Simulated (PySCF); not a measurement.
**Oxygen: a sound run and one with changed settings**

Sound run: O⁺ [He] 2s2 2p3, O²⁺ [He] 2s2 2p2. Computed with PySCF 2.14 in cc-pVTZ (4s3p2d1f, 30 functions), with the non-relativistic Hamiltonian (point nucleus). In the sound run the correlated levels freeze 1s2. The sound run starts from symmetry-adapted Hartree-Fock orbitals and uses a fine grid where one is needed.

A second run was set up differently.

```json
{"species": "O⁺", "method": "MP2", "sound run (hartree)": "-74.46801", "changed run (hartree)": "-74.39384", "converged": "yes"}
{"species": "O⁺", "method": "CCSD(T)", "sound run (hartree)": "-74.48467", "changed run (hartree)": "-74.39785", "converged": "yes"}
{"species": "O²⁺", "method": "MP2", "sound run (hartree)": "-73.17482", "changed run (hartree)": "-73.10760", "converged": "yes"}
{"species": "O²⁺", "method": "CCSD(T)", "sound run (hartree)": "-73.19778", "changed run (hartree)": "-73.10908", "converged": "yes"}
```

Ionisation energy of O⁺:

| method | sound run (eV) | changed run (eV) |
| --- | --- | --- |
| UHF | 34.568 | 34.568 |
| MP2 | 35.190 | 35.000 |
| SCS-MP2 | 34.934 | 34.712 |
| CCSD | 35.010 | 35.067 |
| CCSD(T) | 35.018 | 35.069 |

(1) What was changed?
A. basis contracted for another Hamiltonian
B. all electrons correlated in a valence basis
C. a valence shell is frozen
D. level shift left on

Results:

(1) C. Freezing a valence shell removes pair correlation that changes on ionisation.
